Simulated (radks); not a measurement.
Problem. The zinc ion Zn2+, 28 electrons, occupied as [Ar] 3d10. Method: Dirac Kohn-Sham, B86b exchange with PBE correlation, spin-unpolarised, spherical densities, point nucleus; computed with a radial shooting solver on a logarithmic mesh with Libxc functionals. Some entries of the table are withheld. Estimate them.

orbital  occ.  eigenvalue (hartree)  <r^2> (bohr^2)
1s1/2       2                   (1)        0.003404
2s1/2       2             -43.31608         0.06028
2p1/2       2             -38.23638         0.04715
2p3/2       4             -37.35853         0.04868
3s1/2       2              -5.51759          0.5369
3p1/2       2              -3.90984          0.5900
3p3/2       4              -3.79756          0.6081
3d3/2       4              -1.14312             (2)
3d5/2       6              -1.12977             (3)
4s1/2       0              -0.84620           5.580
4p1/2       0              -0.57907           8.208
4p3/2       0              -0.57215           8.385

Solution. 
(1) 1s1/2 eigenvalue (hartree): -350.8150
(2) 3d3/2 <r^2> (bohr^2): 1.010
(3) 3d5/2 <r^2> (bohr^2): 1.026
